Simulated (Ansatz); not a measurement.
Geometry optimisation, RKS PBE0-D4/6-31G in Ansatz 0.2.0.

input.yaml

```yaml
crystal:
  periodic: [false, false, false]
  atoms:
    - { symbol: "N", position_ang: [0.2634, 1.4537, 1.5288] }
    - { symbol: Al, position_ang: [0.8262, -0.2463, 1.0272] }
    - { symbol: F, position_ang: [2.4355, -0.7919, 1.5193] }
    - { symbol: "N", position_ang: [-0.2233, -1.3975, 0.0097] }
    - { symbol: Si, position_ang: [-0.7047, -0.5761, -1.5317] }
    - { symbol: H, position_ang: [1.0007, 1.9814, 2.0206] }
    - { symbol: H, position_ang: [0.093, 2.0299, 0.6329] }
    - { symbol: H, position_ang: [-1.1478, -1.4994, 0.5439] }
    - { symbol: H, position_ang: [-1.413, 0.703, -1.1803] }
    - { symbol: H, position_ang: [0.5238, -0.2809, -2.2478] }
    - { symbol: H, position_ang: [-1.5884, -1.4329, -2.3021] }
basis:
  gaussian: { orbitals: "6-31G" }
hamiltonian:
  xc: pbe0
  dispersion: d4
relax:
  f_tol: 0.015
  max_steps: 40
```

Command:

```bash
$ ansatz run input.yaml --threads 1 --pin off --max-ram 2048MiB --backend cpu --events-out ev --progress --plain --runs-dir out
```

Task: Where does it end, and by what steps?

Result: The forces met the threshold. The force dipped under the threshold on the way, but the program's further checks kept it going. Limits of this set-up: no polarisation functions. After 36 steps the energy has fallen by 1.492 eV; H8 moved furthest, 1.73 Å.

```csv
step,energy less start (eV),largest force component (eV/Å),accepted
0,0.0000,2.456,yes
2,-0.9750,1.174,yes
4,-1.3409,0.581,yes
6,-1.4197,0.173,yes
8,-1.4409,0.311,yes
10,-1.4460,0.105,yes
12,-1.4494,0.057,yes
14,-1.4512,0.045,yes
16,-1.4522,0.085,yes
18,-1.4528,0.045,yes
20,-1.4527,0.194,no
22,-1.4546,0.019,yes
24,-1.4589,0.180,yes
26,-1.4744,0.070,yes
28,-1.4825,0.103,yes
30,-1.4880,0.092,yes
32,-1.4907,0.023,yes
34,-1.4915,0.041,yes
36,-1.4918,0.010,yes
```

```xyz
11
Properties=species:S:1:pos:R:3
N 0.531 1.550 1.386
Al 0.731 -0.206 1.204
F 1.576 -1.066 2.416
N 0.098 -1.136 -0.190
Si -0.815 -0.488 -1.570
H 0.886 2.076 2.170
H 0.051 2.140 0.722
H 0.269 -2.136 -0.207
H -0.967 0.989 -1.329
H -0.104 -0.685 -2.884
H -2.188 -1.096 -1.696
```

Time of the run: 110 s on 1 thread of AMD EPYC 7R13 Processor (Zen 3), on a shared host, peak memory 0.18 GiB.
